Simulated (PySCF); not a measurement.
A structure optimised at ωB97X-D3(BJ)/def2-SVP, used in a PySCF frequency run:

```
C
H 1 1.1021
H 1 1.1056 2 106.56
C 1 1.5309 2 110.17 3 -118.64
H 4 1.1018 1 110.74 2 58.28
H 4 1.1044 5 106.50 1 118.54
C 1 1.5309 2 110.17 3 118.64
H 7 1.1018 1 110.74 2 -58.28
H 7 1.1044 8 106.50 1 -118.54
C 4 1.5362 5 109.77 6 117.94
H 10 1.0995 4 112.45 5 -62.62
H 10 1.1057 11 107.79 4 -120.40
C 10 1.5209 11 108.24 12 -115.43
O 13 1.2094 10 122.51 11 7.30
C 13 1.5209 14 122.51 10 -179.44
H 15 1.0995 13 108.24 14 -7.30
H 15 1.1057 16 107.79 13 -115.43
```
Charge 0, spin multiplicity 1.

Problem. Write its SMILES, formula and point group.

Solution. O=C1CCCCC1, C6H10O, Cs

Problem. What are its rotational constants (standard atomic weights)?

Solution. 4.2125, 2.4846, 1.7402 GHz
